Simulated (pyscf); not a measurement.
# Group migration: `[CH2][CH]([F])[Cl]` [doublet] → `[F][CH2][CH][Cl]` [doublet]

Gas phase, doublet surface, charge 0. Bonds broken: C2–F3. Bonds formed: C1–F3. Single points on ωB97X-D3(BJ)/def2-SVP structures (PySCF, gas phase). Correlated levels are frozen-core, on RHF or UHF. ΔMP2 is the change of the MP2 total energy from the triple- to the quadruple-zeta basis.

Transition state (Å):

```xyz
7

C     -1.2311    -0.0199     0.1368
C     -0.2505     0.1195    -0.7983
F     -0.9782    -1.7857    -0.9456
H     -2.2715     0.1558    -0.1400
H     -0.9882    -0.2853     1.1676
H     -0.4549     0.4183    -1.8280
Cl     1.4066    -0.0141    -0.4111
```

One imaginary mode, 320i cm⁻¹; descent along it reached the two sides named.

| bond | change | reactant side (Å) | saddle | product side |
|---|---|---|---|---|
| C2–F3 | breaks | 1.357 | 2.045 | 2.377 |
| C1–F3 | forms | 2.339 | 2.087 | 1.389 |

Electronic energies relative to the reactant's lowest minimum found (kcal/mol):

```tsv
level	barrier	reaction energy	reverse barrier
ωB97X-D3(BJ)/def2-TZVP	31.5	-1.7	33.2
PBE/def2-TZVP	23.8	-1.5	25.3
r²SCAN/def2-TZVP	29.3	0.0	29.2
B3LYP-D3(BJ)/def2-TZVP	26.5	-1.2	27.7
PBE0-D3(BJ)/def2-TZVP	31.7	-1.2	32.9
M06-2X/def2-TZVP	35.4	-0.5	35.9
ωB97M-D3(BJ)/def2-TZVP	30.4	-1.0	31.3
HF/def2-TZVP	45.6	+0.3	45.3
MP2/def2-QZVPP	42.4	-0.3	42.6
CCSD/def2-TZVPP	37.9	-0.8	38.7
CCSD(T)/def2-TZVPP	35.3	-0.7	36.0
CCSD(T)/def2-TZVPP + ΔMP2(QZVPP)	35.0	-0.8	35.8
```

With CCSD(T)/def2-TZVPP + ΔMP2(QZVPP) energies and thermal terms (ideal gas, 1 atm, RRHO with modes under 100 cm⁻¹ raised to 100, one conformer, R ln 2 for chiral ones without a mode under 150 cm⁻¹), in kcal/mol:

| T (K) | ΔH‡ | ΔG‡ | ΔH | ΔG |
|---|---|---|---|---|
| 298 | 34.3 | 34.4 | +0.1 | +0.2 |
| 600 | 33.8 | 34.7 | -0.2 | +0.5 |
| 900 | 33.3 | 35.2 | -0.4 | +0.9 |
| 1200 | 32.7 | 36.0 | -0.5 | +1.4 |

•H₂C–CH(F)–Cl lies 6.0 kcal/mol over its isomer H₃C–C•(F)–Cl (electronic energy, ωB97M-D3(BJ)). F–CH₂–CH•–Cl lies 5.0 kcal/mol over its isomer H₃C–C•(F)–Cl (electronic energy, ωB97M-D3(BJ)). This is the saddle that the search found; another between the same sides may lie lower. The CCSD(T) − MP2 part came from Ansatz, without density fitting, on the same reference.
